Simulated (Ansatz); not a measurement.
Mulliken charges of CH3BrFInO, SMILES `C[O][In]([F])[Br]` from PBE/def2-TZVPP in Ansatz (PBE0-D4/def2-TZVP geometry).

| atom | x (Å) | y (Å) | z (Å) | charge (e) |
| --- | --- | --- | --- | --- |
| C1 | -0.321 | -0.556 | 1.234 | -0.130 |
| O2 | -0.173 | 0.681 | 0.565 | -0.404 |
| In3 | 0.331 | 0.759 | -1.323 | 0.938 |
| F4 | 0.752 | -0.974 | -2.093 | -0.423 |
| Br5 | 0.509 | 2.747 | -2.691 | -0.278 |
| H6 | 0.038 | -0.433 | 2.261 | 0.099 |
| H7 | 0.241 | -1.375 | 0.773 | 0.105 |
| H8 | -1.376 | -0.849 | 1.273 | 0.095 |

By hand: the dipole of these point charges (1 e Å = 4.8032 D).

Σ q r = (-0.139, -0.110, 0.430) e Å, of length 0.465 e Å = 2.23 D.

How does the dipole of the full density compare? (Best estimate.)

The calculation gave: (-0.098, 0.043, 0.249) e Å, 1.30 D; the point charges give 1.72 times that, at 23° from its direction.

Point charges leave out the atoms' own dipoles, such as those of lone pairs, and Mulliken's split depends on the basis, so the two needn't agree.
